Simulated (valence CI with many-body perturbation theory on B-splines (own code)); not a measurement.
# E1 line list for Ta+

Method: configuration interaction combined with many-body perturbation theory (CI+MBPT): four valence electrons over a frozen Dirac-Fock core [Xe] 4f14, a basis of 7 s, 7 p, 8 d, 6 f, 4 g, 1 h functions for each j, with the one-electron correlation potential Σ1 (screened to all orders), the two-electron term Σ2, the three-electron term Σ3, Breit, model QED; selected single and double excitations, second order for the rest (own B-spline code, finite nucleus).

Against 13 measured levels this calculation errs by 283 cm⁻¹ on average and by 735 at most. These come from a selection out of the NIST Handbook of Basic Atomic Spectroscopic Data. Levels without a partner in it may be off by more, other configurations by 1,000 to 4,000 cm⁻¹. Among the levels kept, up to 520 cm⁻¹ of a level comes from second order outside the variational space, and about a tenth of that is noise between levels of different J, which matters for small intervals. 5 measured levels below the end of the list, from 37231 cm⁻¹ on, found no clear computed partner, and computed levels of the same name lie up to 15259 cm⁻¹ from them.

Lines 151 to 200 of 567 in falling wavelength, among levels below 7.297 eV, chosen from the strongest by gf and those to the six lowest levels. Wavelengths and rates use the calculated energies, so an error of 300 cm⁻¹ moves a line at 2770 Å by 0.83 % and its rate by three times that or more. Electric multipoles are in the length gauge, E1 and E2 with the static RPA response of the core. Weak lines are less certain than strong ones. Lines between different terms over intervals too small for the method are left out, as are lines whose strength nearly cancels. Where a level lies close to another of its J and parity, the split of strength between their lines is uncertain. The highest levels of a list are the least certain.

Names give the largest LS component (configuration and term), which can be under half, so a name can repeat, a term be missing and a line seem to break the LS rules; names also repeat where a configuration has a term twice. Letters in brackets count levels of one name in rising energy.

```
λ vac (Å)              Upper           Lower   A (s⁻¹)  log gf  Branch %
     2770    5d³6p ⁵D°_3 [b]      5d³6s ¹G_4  1.95e+07   -0.80       5.2
     2769    5d³6p ³G°_5 [a]    5d⁴ ⁵D_4 [b]  4.52e+07   -0.24      13.9
     2769      5d²6s6p ⁵F°_2      5d³6s ⁵F_1  1.48e+07   -1.07      18.4
     2768        5d³6p ³F°_4     5d²6s² ³F_4  5.79e+07   -0.22      22.6
     2763        5d³6p ³H°_4      5d³6s ³G_3  4.06e+07   -0.38      28.5
     2756      5d²6s6p ³D°_2  5d³6s ³D_2 [a]  3.01e+07   -0.77       7.4
     2752  5d²6s6p ⁵D°_4 [c]    5d⁴ ⁵D_4 [b]  1.14e+07   -0.93       2.8
     2751  5d²6s6p ⁵D°_1 [a]     5d²6s² ³F_2  5.74e+06   -1.71       4.5
     2750  5d²6s6p ³G°_3 [b]      5d³6s ¹G_4  4.57e+07   -0.44      18.0
     2743    5d³6p ⁵D°_4 [a]    5d⁴ ⁵D_3 [b]  1.46e+07   -0.83       4.7
     2739      5d²6s6p ⁵F°_4     5d²6s² ³F_3  2.24e+07   -0.64      22.5
     2739    5d³6p ⁵F°_4 [b]      5d³6s ³G_4  1.34e+07   -0.87       3.3
     2738  5d²6s6p ³D°_1 [b]  5d³6s ³D_1 [b]  7.10e+07   -0.62      17.0
     2724        5d³6p ³D°_1      5d³6s ⁵F_1  1.88e+07   -1.20      18.7
     2724  5d²6s6p ⁵F°_3 [b]      5d³6s ⁵F_3  1.75e+07   -0.87      48.7
     2723    5d³6p ⁵D°_3 [b]      5d³6s ⁵P_3  1.45e+07   -0.95       3.9
     2721    5d³6p ³G°_3 [a]  5d³6s ³P_2 [a]  3.78e+07   -0.53      23.8
     2720  5d²6s6p ⁵D°_2 [c]      5d³6s ⁵P_1  2.10e+07   -0.93       5.5
     2718    5d³6p ³F°_2 [b]  5d³6s ³D_3 [a]  2.38e+07   -0.88       3.3
     2715      5d²6s6p ⁵S°_2      5d³6s ³G_3  2.17e+07   -0.92      14.4
     2715        5d³6p ⁵G°_2      5d³6s ⁵F_1  1.09e+08   -0.22      63.0
     2714  5d²6s6p ³G°_3 [a]     5d²6s² ³F_3  4.13e+07   -0.50      25.4
     2709    5d³6p ⁵G°_4 [a]      5d³6s ⁵F_3  7.63e+07   -0.12      69.5
     2709      5d²6s6p ⁵P°_2    5d⁴ ⁵D_3 [b]  2.01e+07   -0.96       8.0
     2709      5d²6s6p ¹D°_2  5d³6s ³P_2 [a]  2.61e+07   -0.84      23.8
     2700    5d³6p ³G°_5 [b]    5d⁴ ⁵D_4 [b]  8.39e+06   -1.00       3.1
     2699  5d²6s6p ⁵P°_3 [b]  5d³6s ³D_3 [a]  8.93e+07   -0.17      26.6
     2699    5d³6p ⁵D°_3 [a]      5d³6s ⁵F_4  1.16e+07   -1.05       9.4
     2698  5d²6s6p ³S°_1 [a]  5d³6s ³P_0 [a]  2.19e+07   -1.14      23.2
     2696    5d³6p ³H°_5 [b]      5d³6s ³F_4  1.73e+07   -0.68       4.0
     2695    5d³6p ³P°_2 [b]  5d³6s ³D_3 [a]  3.20e+07   -0.76       7.6
     2692  5d²6s6p ⁵G°_5 [b]      5d³6s ⁵F_4  2.64e+07   -0.50      37.5
     2688    5d³6p ⁵G°_4 [b]      5d³6s ⁵F_4  1.01e+08   -0.01      56.3
     2687  5d²6s6p ⁵D°_0 [d]      5d³6s ⁵P_1  9.57e+07   -0.98      58.3
     2685    5d³6p ³H°_5 [b]      5d³6s ³H_5  7.51e+07   -0.05      17.3
     2681    5d³6p ³H°_5 [b]      5d³6s ³H_6  6.62e+07   -0.11      15.3
     2681        5d³6p ³D°_3  5d³6s ³P_2 [a]  1.97e+07   -0.83       9.7
     2674  5d²6s6p ⁵D°_4 [d]    5d⁴ ⁵D_4 [b]  3.43e+07   -0.48      13.0
     2668    5d³6p ³P°_2 [b]  5d³6s ³P_2 [b]  3.26e+07   -0.76       7.8
     2666      5d²6s6p ³G°_5      5d³6s ³G_4  4.87e+07   -0.24      42.8
     2662  5d²6s6p ⁵D°_3 [b]      5d³6s ³G_4  2.66e+07   -0.70      10.4
     2661        5d³6p ⁵G°_3      5d³6s ⁵F_2  1.08e+08   -0.10      55.4
     2659    5d³6p ³D°_2 [a]      5d³6s ⁵F_2  7.24e+06   -1.42       9.8
     2656  5d²6s6p ⁵D°_4 [a]      5d³6s ⁵F_4  4.36e+06   -1.38       5.2
     2655  5d²6s6p ⁵F°_1 [b]      5d³6s ⁵F_2  4.20e+07   -0.88      30.4
     2654  5d²6s6p ⁵D°_4 [c]    5d⁴ ⁵D_4 [a]  4.48e+07   -0.37      11.2
     2649  5d²6s6p ⁵D°_2 [a]      5d³6s ⁵F_3  1.16e+07   -1.21      34.6
     2645    5d³6p ⁵D°_4 [b]      5d³6s ³H_5  3.02e+07   -0.55       5.5
     2645  5d²6s6p ³G°_3 [b]      5d³6s ³G_3  1.92e+07   -0.85       7.6
     2634    5d³6p ³F°_3 [b]  5d³6s ³P_2 [b]  1.45e+07   -0.98       2.5
```
